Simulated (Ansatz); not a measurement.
Calculated with Ansatz (gas phase, PBE0-D4/def2-TZVP geometries, no zero-point term in ΔE). CCSD(T)/CBS adds triple-zeta CCSD(T) − MP2 to the extrapolated MP2 energy (def2 sets, frozen cores). DFT in def2-TZVPP. B3LYP here is the variant with VWN-RPA as its local correlation; programs differ in this. def2 core potentials past Kr. For Ge, In outer-core shells are correlated without core-valence functions, which leaves a few kJ/mol of doubt a bond. Scalar relativity is left out up to krypton. One conformer a species, not always the lowest.

`[F][In]([F])[SiH3]` + `[OH][GeH]([F])[F]` → `[F][GeH]([F])[O][SiH3]` + `[F][InH][F]`  (cleavage of the Si–In bond)

Problem. Is it downhill or uphill in electronic energy at CCSD(T)/CBS, and by how much? (An estimate is asked.)

Solution. Ansatz gave: Downhill: ΔE = -0.51 eV.

Problem. What do these levels give: ωB97M-V, B3LYP, r2SCAN0, CCSD/def2-TZVPP, HF/def2-QZVPP, CCSD/CBS(def2)? (Best estimate.)

Solution. Ansatz gave: ωB97M-V -0.53, B3LYP -0.46, r2SCAN0 -0.49, CCSD/def2-TZVPP -0.58, HF/def2-QZVPP -0.82, CCSD/CBS(def2) -0.54 eV.

Largest T1 diagnostic among the species: 0.017.

In def2-TZVPP, CCSD(T) changes the Hartree–Fock value by +0.24 eV (the triples alone add +0.03 eV) and MP2 by +0.24 eV. At CCSD(T), def2-SVP lies +0.04 eV from the extrapolated value and def2-TZVPP −0.04 eV. Leaving LDA and LC-ωPBE aside and taking each functional with its dispersion term where it has one, the values, not all of them listed here, spread over 0.34 eV, from BHLYP-D4 to PBE-D4. LDA lies −0.05 eV from PBE without D4.
